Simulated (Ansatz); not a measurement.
Frontier orbitals of `CCB(O)Cl`.

Z-matrix (Å, degrees):
```
C
C 1 1.524
H 1 1.092 2 111.3
H 1 1.091 2 111.0 3 119.4
H 1 1.092 2 111.4 3 -120.2
B 2 1.570 1 116.7 3 -61.9
H 2 1.100 1 109.2 3 178.3
H 2 1.098 1 110.2 3 63.5
Cl 6 1.769 2 120.9 1 -31.2
O 6 1.351 2 123.9 1 150.9
H 10 0.961 6 112.7 2 -2.6
```

Charge 0, multiplicity 1. All single points use the PBE0-D4/def2-TZVP geometry. It is a higher conformer; a search finds a lower one. Basis def2-TZVPP, Ansatz.

```json
{"functional": "LDA (SPW92)", "HOMO (eV)": "-7.31", "LUMO (eV)": "-1.18", "gap (eV)": "6.13"}
{"functional": "PBE", "HOMO (eV)": "-7.18", "LUMO (eV)": "-0.91", "gap (eV)": "6.27"}
{"functional": "revPBE", "HOMO (eV)": "-7.12", "LUMO (eV)": "-0.80", "gap (eV)": "6.32"}
{"functional": "BLYP", "HOMO (eV)": "-7.05", "LUMO (eV)": "-0.77", "gap (eV)": "6.28"}
{"functional": "PBE0", "HOMO (eV)": "-8.60", "LUMO (eV)": "0.09", "gap (eV)": "8.69"}
{"functional": "B3LYP", "HOMO (eV)": "-8.35", "LUMO (eV)": "-0.14", "gap (eV)": "8.21"}
{"functional": "BHLYP", "HOMO (eV)": "-9.91", "LUMO (eV)": "1.03", "gap (eV)": "10.94"}
{"functional": "ωB97M-V", "HOMO (eV)": "-10.90", "LUMO (eV)": "1.81", "gap (eV)": "12.71"}
{"functional": "HF", "HOMO (eV)": "-11.97", "LUMO (eV)": "2.94", "gap (eV)": "14.91"}
```

A quarter of exact exchange (PBE0) shifts PBE's HOMO by −1.42 eV and its LUMO by +1.01 eV; full exchange at long range (ωB97M-V) shifts them by −3.72 and +2.72 eV. The gap opens from 6.27 to 12.71 eV, since occupied levels lose self-interaction and empty ones feel all the electrons. A positive LUMO is unbound and depends on the basis.

B3LYP here is the variant with VWN-RPA as its local correlation; programs differ in this.
